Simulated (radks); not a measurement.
Results of a calculation; reference values are marked as such.
Task: The table gives one normalised radial function P(r) = r R(r) of Cu5+ in [Ar] 3d6 (r in bohr). Code: a radial shooting solver on a logarithmic mesh with Libxc functionals. Model: scalar-relativistic Kohn-Sham, r2SCAN, spin-polarised, spherical densities, finite nucleus; open shells are filled with parallel spins first; meta-GGA in the generalised Kohn-Sham scheme; Fermi nuclear charge, rms radius 3.8823 fm.

r,P
0.001952,0.0032
0.002461,0.0050
0.003104,0.0077
0.003946,0.0120
0.004976,0.0184
0.006275,0.0283
0.007978,0.0440
0.01006,0.0671
0.01269,0.1017
0.01613,0.1550
0.02034,0.2304
0.02565,0.3376
0.03261,0.4916
0.04113,0.6905
0.05186,0.9422
0.06593,1.2515
0.08315,1.5746
0.1049,1.8755
0.1333,2.0937
0.1681,2.1397
0.212,1.9743
0.2695,1.5920
0.3399,1.1057
0.4286,0.6368
0.5449,0.2861
0.6872,0.1002
0.8667,0.0251
1.102,0.0039
1.389,0.0004
1.752,0.0000
2.228,0.0000
2.809,0.0000

Which n and l does it have? It may be an empty orbital.

Result: n = 2, l = 1: the number of nodes gives n - l - 1 = 0, the rise at small r (about r^(l+1)) gives l, and the extent must fit the shell. The curve is that of 2p down; the table hardly tells the two spins apart. 2p down: eigenvalue -1022.9 eV, 0 radial nodes, <r> = 0.206 bohr, 90 % of the charge inside 0.337 bohr.
